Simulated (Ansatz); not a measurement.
H$_{5}$ClGeN$_{2}$O (SMILES [NH2][Ge]([NH2])([OH])[Cl]), singlet, geometry from GFN2-xTB; Ansatz (a first-principles code) with R2SCAN/def2-TZVPD.

Ansatz was given this input:
Ansatz 0.2 input:
```yaml
crystal:
  periodic: [false, false, false]
  atoms:
    - {symbol: N, position_ang: [-1.28073345, 1.37936907, -0.30040944]}
    - {symbol: Ge, position_ang: [-0.04237129, 0.14622682, 0.20859323]}
    - {symbol: N, position_ang: [1.42792665, 0.80968761, 1.04683514]}
    - {symbol: O, position_ang: [-0.75528678, -0.87511549, 1.41639862]}
    - {symbol: Cl, position_ang: [0.38877036, -1.00108688, -1.52403892]}
    - {symbol: H, position_ang: [-1.12640667, 1.81575586, -1.19713539]}
    - {symbol: H, position_ang: [-1.44202330, 2.10573420, 0.38320282]}
    - {symbol: H, position_ang: [2.21019179, 1.05735698, 0.45718708]}
    - {symbol: H, position_ang: [1.76212361, 0.21385846, 1.79145174]}
    - {symbol: H, position_ang: [-1.64515814, -1.17595943, 1.24280312]}
basis:
  gaussian:
    orbitals: def2-TZVPD
hamiltonian:
  xc: r2scan
```

Question: Write the output that Ansatz gives for this input, abridged.

Answer: 
```
Functional definition: r2SCAN
1450 factors; their error is unknown
mean field evaluation 1: about -74132.6338 eV, gradient 1.1e2 eV
mean field evaluation 2: about -74080.2773 eV, gradient 1.8e2 eV
mean field evaluation 4: about -74151.2846 eV, gradient 1.4e1 eV
mean field evaluation 8: about -74151.6457 eV, gradient 1.2e-1 eV
mean field evaluation 16: about -74151.6269 eV, gradient 4.8e-4 eV
mean field -74151.62694554 eV, -2725.0220284708 hartree, gradient 1.7e-5 eV, S^2 0.000000; 0 other end points of the search recorded, 0 dependent functions left out
reference -74151.62696846 eV, -2725.0220293128 hartree; 38, 38 occupied and 221, 221 virtual orbitals, 1450 factors
Total energy: -74151.62696846 eV, -2725.0220293128 hartree
```
